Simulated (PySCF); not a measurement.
## Peak assignment

Atom-mapped SMILES (the numbers label the heavy atoms): `[CH3:1][C@H:2]([F:3])[C:4]([F:5])=[C:6]([F:7])[F:8]`. Each H is labelled by its parent atom.

Theory: coordinates at the GFN2-xTB level, PBE0/pcSseg-1 with gauge-including orbitals, in PySCF 2.14 (one computed conformer, non-relativistic, equivalent nuclei averaged, no solvent).

Referencing at the same level of theory: TMS for ¹³C (σ = 186.93 ppm) and ¹H (σ = 31.72 ppm).

(1) Assign these signals to the numbered atoms. ¹³C{¹H} NMR (computed): δ 167.9, 141.6, 90.7, 22.7.

(2) Assign these signals to the numbered atoms. ¹H NMR (300 MHz, computed): δ 5.49 (m, 1H), 1.65 (m, 3H).

Results:

(1) 
```tsv
δ (ppm)	atoms	environment	reason
167.9	C6	fully substituted alkene carbon	–
141.6	C4	fully substituted alkene carbon	an sp2 carbon of a C=C bond
90.7	C2	allylic sp3 CH bonded to F	the inductive effect lowers its shielding
22.7	C1	methyl carbon	saturated and bonded to C and H only
```

(2) 
5.49 → H(C2), hydrogen on an allylic sp3 CH bonded to F: its carbon carries F, hence the downfield position
1.65 → H(C1), hydrogen on a methyl carbon

Splittings by ¹⁹F in the carbon and heteronuclear signals aren't shown, as no couplings were computed. Shifts are as computed. Against solution values, carbons near 30 ppm lie about +3 ppm off and those near 130 ppm about +5 ppm. Of 1309 compounds with measured shifts, 239 miss one by over three times the rms of a fit or turn the order of signals round; such compounds aren't used in these exercises. No couplings were computed; multiplicities are counted from neighbouring protons, with m where these are inequivalent, close in shift, in a saturated or five-membered ring or joined by F or P, and br s for small geminal =CH2 splittings.
